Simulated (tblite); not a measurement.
C4H3F5O.
Atom-mapped SMILES: `[F:1][C:2]([F:3])([F:4])[C@H:5]1[O:6][CH2:7][C:8]1([F:9])[F:10]` (hydrogens: H11 on C5; H12, H13 on C7)

Level: GFN2-xTB in tblite, geometry and Hessian alike; calculated harmonic values, unscaled, isolated species. The method is semi-empirical: single wavenumbers can be off by several per cent or more.

Harmonic wavenumbers (cm⁻¹): 52.9, 70.7, 116.5, 203.7, 256.2, 287.6, 349.9, 359.6, 429.7, 462.0, 491.3, 570.8, 631.9, 678.5, 830.3, 897.2, 920.8, 1032.7, 1048.6, 1078.5, 1082.9, 1091.3, 1094.7, 1151.0, 1174.6, 1190.8, 1208.8, 1260.3, 1288.3, 1423.8, 2938.2, 2983.2, 2993.1.

A = 2183, B = 1098, C = 963.7 MHz; mass 162.010 u (most abundant isotopes); point group C1, symmetry number 1.

Question: What is the zero-point energy?

Answer: Half the sum of the wavenumbers: 15825 cm⁻¹ = 189.31 kJ/mol.

Question: What is S at 400 K and 1 bar for an ideal gas of classical rigid rotors and harmonic oscillators?

Answer: Translation 178.42, rotation 126.35, vibration 137.93: S = 442.7 J/(mol K).

Question: And Cp and H(400 K) − H(0)?

Answer: Cp = 174.11 J/(mol K), of which vibrations give 140.85 (their classical limit is 33 R = 274.4); H(400 K) − H(0) = 42.23 kJ/mol without the zero-point energy, 28.92 from vibrations.

Question: How do the functions run with temperature in this model?

Answer: 
| T (K) | S (J/(mol K)) | Cp (J/(mol K)) | H − H(0) (kJ/mol) | G − H(0) (kJ/mol) | ln q(vib) |
| --- | --- | --- | --- | --- | --- |
| 50 | 246.4 | 50.9 | 2.03 | -10.29 | 0.43 |
| 100 | 287.3 | 69.5 | 5.03 | -23.70 | 1.40 |
| 298.15 | 396.4 | 141.8 | 26.09 | -92.09 | 5.67 |
| 373.15 | 430.9 | 166.2 | 37.66 | -123.12 | 7.31 |
| 500 | 484.4 | 199.3 | 60.95 | -181.23 | 10.05 |
| 750 | 573.6 | 239.1 | 116.30 | -313.89 | 15.17 |
| 1000 | 645.6 | 260.8 | 179.03 | -466.60 | 19.80 |

q(vib) and H(0) count from the zero-point level.

Question: Which modes carry the vibrational entropy at 400 K?

Answer: 52.9 cm⁻¹: 22.12; 70.7 cm⁻¹: 19.72; 116.5 cm⁻¹: 15.61; 203.7 cm⁻¹: 11.08; 256.2 cm⁻¹: 9.28; 287.6 cm⁻¹: 8.39 J/(mol K); the other 27 give 51.72 together.

Hindered rotation and anharmonicity are outside this model. The structure is chiral; the term R ln 2 for an equal mix with its mirror image is left out.

Conformer computed: `[F:1][C:2]([F:3])([F:4])[C@H:5]1[O:6][CH2:7][C:8]1([F:9])[F:10]`: F1–C2–C5–O6 -49°.
